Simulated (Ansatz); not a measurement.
C₃H₇BFN, SMILES `BC(=C)NCF`, relaxed with RKS PBE-D4/def2-SVP in Ansatz from a rough embedded geometry. The force threshold is 0.03 eV/Å; the program also tests the step.

Total charge 0; spin multiplicity 1.

Start:

```xyz
13

B    -0.552   -1.203    1.761
C     0.019   -0.505    0.440
C     0.984   -1.117   -0.199
N    -0.503    0.691   -0.080
C    -0.069    1.425   -1.234
F    -0.762    2.615   -1.425
H    -0.144   -2.186    2.147
H    -1.432   -0.614    2.298
H     1.441   -2.076    0.145
H     1.463   -0.746   -1.115
H    -1.264    1.208    0.528
H     1.048    1.670   -1.148
H    -0.229    0.837   -2.121
```

How much energy does the relaxation release, and in how many steps? (An estimate is asked.)

Computed: 0.84 eV, in 33 steps, 4 of them rejected.

Which bonds change most? (Estimate.)

The calculation gave: N4–H11 from 1.103 to 1.020 Å; B1–H7 from 1.132 to 1.214 Å; C2–C3 from 1.309 to 1.375 Å; B1–C2 from 1.600 to 1.543 Å.

Give the relaxed structure. (Best estimate.)

Computed: 
```xyz
13

B    -0.449   -1.061    1.764
C     0.023   -0.451    0.428
C     0.607   -1.298   -0.484
N    -0.249    0.890    0.150
C     0.120    1.524   -1.053
F    -0.631    1.108   -2.166
H    -0.068   -2.168    2.089
H    -1.239   -0.460    2.475
H     0.892   -2.310   -0.166
H     0.777   -1.025   -1.538
H    -0.953    1.338    0.737
H    -0.014    2.622   -0.948
H     1.183    1.290   -1.288
```
